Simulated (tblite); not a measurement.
Isomers of C4H8FOP. Calculated harmonic vibrations of the isolated species, GFN2-xTB (tblite), most abundant isotopes, no scaling. The method is semi-empirical: single wavenumbers can be off by several per cent or more. Modes of hydrogen on phosphorus can be 10 to 20 % off. One conformer each.

Electronic energies: GFN2-xTB at the same geometries; isomer energies are rough at this level and their order can be wrong.

```json
{"SMILES": "COC/P=C(\\C)F", "electronic energy, lowest = 0 (kJ/mol)": "217.4"}
{"SMILES": "C[C@@H]1[C@H](F)C[P@H]1=O", "electronic energy, lowest = 0 (kJ/mol)": "0.0"}
{"SMILES": "OCCC/P=C\\F", "electronic energy, lowest = 0 (kJ/mol)": "230.7"}
```

Q: How do GFN2-xTB zero-point energies change the relative energies?

A: 
| SMILES | ZPE (kJ/mol) | of it from modes above 1550 cm⁻¹ | electronic (kJ/mol) | with ZPE, lowest = 0 (kJ/mol) | lowest mode (cm⁻¹) | rings |
| --- | --- | --- | --- | --- | --- | --- |
| C[C@@H]1[C@H](F)C[P@H]1=O | 300.3 | 139.1 | 0.0 | 0.0 | 68 | 1 |
| COC/P=C(\C)F | 299.3 | 142.0 | 217.4 | 216.5 | 49 | 0 |
| OCCC/P=C\F | 301.6 | 145.1 | 230.7 | 232.1 | 4i | 0 |

The zero-point energies span 2.3 kJ/mol, from `COC/P=C(\C)F` to `OCCC/P=C\F`. Slightly imaginary modes are left out of the zero-point energy: `OCCC/P=C\F` 3.5i cm⁻¹. The order is unchanged.
